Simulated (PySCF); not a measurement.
CH₅B₂Si, C₂H₄AlB (calculated)

Calculation on a computer-drawn molecule: optimised geometry and harmonic frequencies of an isolated molecule of the commonest isotopes, restricted reference for singlets and unrestricted otherwise, frozen core in MP2. Program: PySCF 2.14.0.

Common to all runs: multiplicity 1; method HF; basis cc-pV(D+d)Z.

```json
{"entry": 1, "formula": "CH5B2Si", "start_structure": {"atoms_angstrom": [["B", -1.4685, 1.1001, -0.1138], ["C", -1.2162, -0.2387, 0.0742], ["B", -1.8117, -1.2058, 0.8937], ["Si", 0.4327, -0.9714, -0.9586], ["H", -1.6386, 2.224, -0.3776], ["H", -2.2914, -2.0273, 1.5456], ["H", 0.8542, 0.2868, -1.6575], ["H", 1.3037, -1.355, 0.1429], ["H", -0.2333, -1.912, -1.8169]]}, "given": {"charge": 1, "drawn_bonds_atom": [1, 2, 2, 1, 3, 4, 4, 4], "drawn_bonds_other_atom": [2, 3, 4, 5, 6, 7, 8, 9], "drawn_bonds_order": [2, 1, 1, 1, 1, 1, 1, 1]}, "results": {"optimised_atom_element": ["B", "C", "B", "Si", "H", "H", "H", "H", "H"], "optimised_atom_x [angstrom]": [-1.5, -1.119, -1.866, 0.441, -1.8, -2.484, 0.9099, 1.407, -0.05845], "optimised_atom_y [angstrom]": [1.04, -0.3045, -1.126, -0.9282, 2.166, -1.817, 0.2652, -1.419, -1.976], "optimised_atom_z [angstrom]": [-0.08766, 0.04799, 0.909, -0.9806, -0.216, 1.626, -1.697, 0.008582, -1.878], "modes_frequency [cm^-1]": [50.1, 165.9, 199.0, 225.1, 523.8, 692.4, 697.9, 821.2, 830.1, 841.5, 896.5, 992.9, 1016, 1023, 1294, 1634, 2376, 2394, 2401, 2977, 2980], "modes_reduced_mass [dalton]": [1.119, 2.996, 2.696, 2.789, 6.124, 1.138, 1.126, 1.309, 1.413, 1.377, 1.582, 1.104, 1.045, 1.046, 5.445, 6.539, 1.018, 1.05, 1.055, 1.124, 1.133], "rotational_constants [GHz]": [10.55, 4.403, 3.227], "total_energy [hartree]": -378.7773, "convergence_status_largest_gradient_component [hartree/bohr]": 1.351e-05}}
{"entry": 2, "formula": "C2H4AlB", "start_structure": {"atoms_angstrom": [["B", -3.5997, 0.6213, -0.2668], ["C", -2.7298, 1.6193, 0.3352], ["C", -1.6778, 1.205, 1.424], ["Al", -0.3799, 2.0991, 0.1081], ["H", -4.1793, -0.2228, -0.7784], ["H", -2.8729, 2.5985, 0.2959], ["H", -1.656, 0.1459, 1.5366], ["H", -1.8853, 1.6255, 2.4213]]}, "given": {"charge": 0, "drawn_bonds_atom": [1, 2, 3, 1, 2, 3, 3], "drawn_bonds_other_atom": [2, 3, 4, 5, 6, 7, 8], "drawn_bonds_order": [2, 1, 1, 1, 1, 1, 1]}, "results": {"optimised_atom_element": ["B", "C", "C", "Al", "H", "H", "H", "H"], "optimised_atom_x [angstrom]": [-3.365, -2.877, -1.66, -0.613, -3.961, -3.377, -1.508, -1.619], "optimised_atom_y [angstrom]": [0.7078, 1.408, 1.284, 1.474, 0.1401, 2.386, 0.2784, 2.012], "optimised_atom_z [angstrom]": [-0.4542, 0.6571, 1.509, -0.239, -1.294, 0.671, 1.91, 2.316], "modes_frequency [cm^-1]": [76.67, 258.4, 341.0, 503.4, 567.7, 641.5, 746.8, 830.0, 986.3, 1043, 1072, 1261, 1543, 1592, 2939, 3190, 3192, 3288], "modes_reduced_mass [dalton]": [6.449, 2.052, 2.082, 5.21, 1.178, 1.298, 1.545, 1.465, 2.41, 1.576, 1.192, 1.287, 1.131, 3.901, 1.128, 1.079, 1.066, 1.1], "rotational_constants [GHz]": [10.41, 5.332, 3.814], "total_energy [hartree]": -344.5741, "convergence_status_largest_gradient_component [hartree/bohr]": 1.681e-05}}
```
